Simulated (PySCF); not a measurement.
Method: PySCF with PBE0-D4/def2-TZVP // PBE0-D4/def2-SVP. Isolated molecules, 0 K electronic values unless said otherwise. Excitations are Tamm–Dancoff values on a coarser integration grid. The basis has no diffuse functions, so Rydberg states are missing or too high.

Reference species (SMILES): `[SiH3]c1c(Cl)ccc2ccccc12` (neutral, multiplicity 1).

The HOMO comes out as -6.57 eV and the S1 excitation (TDA) is 4.37 eV. The HOMO–LUMO gap comes out as 4.93 eV.

Changed species: `[SiH3]c1cccc2cccc(Cl)c12`.

Question: Give the shifts of the HOMO, S1 excitation (TDA) and HOMO–LUMO gap.

Answer: the HOMO rises by 0.07 eV, to -6.50 eV; the S1 excitation (TDA) decreases by 0.02 eV, to 4.35 eV; the HOMO–LUMO gap drops by 0.11 eV, to 4.82 eV.
